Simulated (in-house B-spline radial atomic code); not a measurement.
Radial electron density of Cr IX (Cr8+), [Ne] 3s2 3p4. Computed with a radial B-spline atomic code at the basis-set limit: scalar-relativistic (X2C) BLYP, spin-polarised, spherical fractional occupations, Fermi nucleus of rms radius 3.6452 fm.

Columns: r (bohr), 4πr²n(r) (electrons per bohr), bar.

```
 0.00236   0.7362 #
 0.00281    1.003 #
 0.00334    1.357 ##
 0.00398    1.836 ###
 0.00473    2.461 ###
 0.00563    3.285 #####
 0.00669    4.341 ######
 0.00796    5.697 ########
 0.00947    7.395 ##########
  0.0113    9.514 #############
  0.0134    11.95 #################
  0.0159    14.76 #####################
   0.019    17.97 #########################
  0.0226     21.2 ##############################
  0.0268    24.22 ##################################
  0.0319    26.77 ######################################
   0.038     28.4 ########################################
  0.0452    28.79 #########################################
  0.0537    27.86 #######################################
  0.0639    25.89 #####################################
   0.076    23.62 #################################
  0.0905    22.05 ###############################
   0.108    22.18 ###############################
   0.128    24.27 ##################################
   0.152    27.64 #######################################
   0.181    30.64 ###########################################
   0.215    31.15 ############################################
   0.256    27.99 ########################################
   0.305    21.71 ###############################
   0.363    14.76 #####################
   0.431    9.896 ##############
   0.513    8.247 ############
   0.611    8.861 #############
   0.726    9.357 #############
   0.864    8.131 ###########
    1.03    5.426 ########
    1.22    2.779 ####
    1.45    1.028 #
    1.73   0.2585 
    2.06  0.04364 
    2.45 0.004544 
    2.91 0.0002656
```

On this grid the curve has 3 maxima, near 0.0452, 0.215, 0.726 bohr.

The 3s up radial function P(r) = rR(r), positive near the nucleus:

```csv
r (bohr),P
0.000833,0.02846
0.00118,0.03919
0.00167,0.05375
0.00236,0.07331
0.00334,0.09948
0.00473,0.1338
0.00669,0.1774
0.00947,0.2305
0.0134,0.2905
0.019,0.3499
0.0268,0.3906
0.038,0.3842
0.0537,0.2909
0.076,0.075
0.108,-0.2575
0.152,-0.5816
0.215,-0.682
0.305,-0.3188
0.431,0.4493
0.611,1.142
0.864,1.183
1.22,0.6576
1.73,0.1793
2.45,0.01977
```
